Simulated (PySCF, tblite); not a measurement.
Compound: C6H10F3P.
Atom-mapped SMILES: `[CH3:1][C@@H:2]1[CH2:3][CH2:4][P:5]([C:6]([F:7])([F:8])[F:9])[CH2:10]1` (hydrogens: H11, H12, H13 on C1; H14 on C2; H15, H16 on C3; H17, H18 on C4; H19, H20 on C10)

Cartesian coordinates in Å at the GFN2-xTB level; atoms count from 1:
```xyz
20
C6H10F3P angstrom
C     -2.3068    0.5700    0.5700
C     -1.2058   -0.0995   -0.2408
C     -0.3999   -1.1069    0.5789
C      0.7937   -1.5225   -0.2794
P      1.3446   -0.0218   -1.2374
C      2.4702    0.6965    0.1090
F      2.7885    1.9696   -0.1741
F      1.9689    0.7049    1.3568
F      3.6192    0.0064    0.1710
C     -0.1944    0.9245   -0.7727
H     -2.8415    1.2966   -0.0370
H     -1.8854    1.0824    1.4322
H     -3.0189   -0.1717    0.9237
H     -1.6542   -0.6240   -1.0921
H     -1.0036   -1.9744    0.8464
H     -0.0611   -0.6322    1.5004
H      0.4937   -2.2727   -1.0162
H      1.6215   -1.9359    0.2997
H     -0.5785    1.4535   -1.6462
H      0.0447    1.6679   -0.0075
```

Jobs on this species (20 atoms, 88 electrons) with PySCF (density fitting) and tblite. Hardware of each: an Arm Neoverse V1 with one thread, on a shared host. The host was shared with other jobs, so the times are rough.

**Question.** Rank these jobs by wall time, shortest first.
A. PBE0/pcSseg-1; shieldings, ring-centre shieldings, charges and field gradients; 227 basis functions
B. GFN2-xTB; L-BFGS relaxation
C. GFN2-xTB; Hessian by finite differences

**Answer.** B (0.52 s), C (0.93 s), A (61 s).

All jobs:

| level and settings | work | basis functions | SCF cycles | wall time |
| --- | --- | --- | --- | --- |
| GFN2-xTB | L-BFGS relaxation | – | – | 0.52 s |
| GFN2-xTB | Hessian by finite differences | – | – | 0.93 s |
| PBE0/pcSseg-1 | shieldings, ring-centre shieldings, charges and field gradients | 227 | 14 | 61 s |

**Question.** What do all jobs in the table cost together?

**Answer.** About 62 s; the longest takes about 98 % of that, and about 120 times as long as the shortest.
